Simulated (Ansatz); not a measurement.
Ideal-gas functions of C$_{2}$H$_{2}$AlF (`C#[C][AlH][F]`) at 500 K and 1 bar, from an Ansatz frequency run at PBE0-D4/def2-TZVP.

Molar mass 72.02 g/mol, point group Cs (symmetry number 1), electronic degeneracy 1, moments of inertia 21.294, 166.482, 187.776 u Å². Harmonic wavenumbers (cm⁻¹, unscaled): 131, 183, 309, 501, 585, 670, 729, 756, 859, 2002, 2134, 3456.

Use S(trans) = R[1.5 ln M + 2.5 ln T − 1.1517]; rotational temperatures θ = 24.2544 K / I; S(rot) = R[ln(√π/σ · √(T³/θAθBθC)) + 1.5]; for each mode x = 1.438777 ν̃/T, S = R[x/(eˣ − 1) − ln(1 − e⁻ˣ)] and H = RT x/(eˣ − 1); 1 cm⁻¹ = 0.0119627 kJ/mol; R = 8.31446 J/(mol·K).

Problem. By hand: the entropy, in J/(mol·K).

Solution. Translation 172.9. Rotation: θ = 1.139, 0.1457, 0.1292 K, giving 110.7. Vibration, mode by mode: 16.48, 13.74, 9.56, 5.96, 4.90, 4.04, 3.53, 3.32, 2.63, 0.18, 0.13, 0.00, in all 64.5. Electronic 0.0. Sum 348.1 J/(mol·K).

Problem. By hand: H − E and G − E in kJ/mol, counted from the electronic energy.

Solution. Zero-point energy ½ × 12315 × 0.0119627 = 73.7; thermal vibration 17.4; translation, rotation and pV give 4 RT = 16.6. H − E = 107.7 kJ/mol, and G − E = 107.7 − 500 × 348.1/1000 = -66.4 kJ/mol.

Vibration gives 19 % of the entropy, 16.5 J/(mol·K) of it from the mode under 150 cm⁻¹: soft modes count most, and the harmonic formula is weakest for them.
